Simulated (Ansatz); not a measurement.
`C[SiH](Cl)[SiH2]O` → `C[Si]Cl` + `O[SiH3]`  (silylene formation by 1,1-elimination)

Gas-phase electronic energies from Ansatz, PBE0-D4/def2-TZVP geometries. CBS: MP2 limit from def2 TZ/QZ plus the TZ coupled-cluster correction, frozen cores. DFT in def2-TZVPP. B3LYP here is the variant with VWN-RPA as its local correlation; programs differ in this. Each species was taken in one conformer, which may not be the lowest.

**Question.** Is it downhill or uphill in electronic energy at CCSD(T)/CBS, and by how much? (Best estimate.)

**Answer.** Computed: Uphill: ΔE = +184.4 kJ/mol.

**Question.** What do these levels give: r2SCAN-D4, B3LYP-D4, ωB97X-V, B2PLYP, HF/def2-TZVPP, MP2/def2-TZVPP, SCS-MP2/def2-TZVPP, CCSD/def2-TZVPP, HF/def2-QZVPP, SCS-MP2/def2-QZVPP, HF/CBS(def2), MP2/CBS(def2)? (Best estimate.)

**Answer.** Ansatz gave: r2SCAN-D4 202.5, B3LYP-D4 179.3, ωB97X-V 196.9, B2PLYP 172.4, HF/def2-TZVPP 162.9, MP2/def2-TZVPP 189.7, SCS-MP2/def2-TZVPP 179.0, CCSD/def2-TZVPP 175.6, HF/def2-QZVPP 162.3, SCS-MP2/def2-QZVPP 182.6, HF/CBS(def2) 162.3, MP2/CBS(def2) 195.6 kJ/mol.

Largest T1 diagnostic among the species: 0.012.

The D4 term adds +18.3 kJ/mol with B3LYP and +10.5 kJ/mol with PBE0; it sums over pairs of atoms, weighted by their polarisabilities, and B3LYP, whose exchange is more repulsive, gets the larger term. In def2-TZVPP, CCSD(T) changes the Hartree–Fock value by +15.6 kJ/mol (the triples alone add +2.9 kJ/mol) and MP2 by +26.8 kJ/mol.
